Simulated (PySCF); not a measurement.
SMILES [CH2-]C=C (C3H5 (anion, charge -1)), PBE/def2-SVP optimised geometry.

```
8

C      1.43    -0.53     0.00
C      0.03    -0.53     0.00
C     -0.94     0.49     0.00
H      2.02     0.41     0.00
H      2.00    -1.48     0.00
H     -0.41    -1.56     0.00
H     -2.02     0.25     0.00
H     -0.66     1.56     0.00
```

Density from PBE/def2-TZVPD run with PySCF at that geometry.

Minimum of the electron density along straight lines between bonded atoms, close to the bond critical point (lines longer than 1.1 times the sum of covalent radii, or with two minima, are not listed):

| bond | length / Å | ρ at the minimum / e bohr⁻³ | ∇²ρ there / e bohr⁻⁵ | position (fraction from the first atom) |
|---|---|---|---|---|
| C1–C2 | 1.403 | 0.299 | -0.79 | 0.49 |
| C2–C3 | 1.403 | 0.299 | -0.79 | 0.51 |
| C1–H4 | 1.107 | 0.258 | -0.80 | 0.63 |
| C1–H5 | 1.104 | 0.259 | -0.81 | 0.63 |
| C2–H6 | 1.118 | 0.259 | -0.83 | 0.63 |
| C3–H7 | 1.104 | 0.259 | -0.81 | 0.63 |
| C3–H8 | 1.107 | 0.258 | -0.80 | 0.63 |
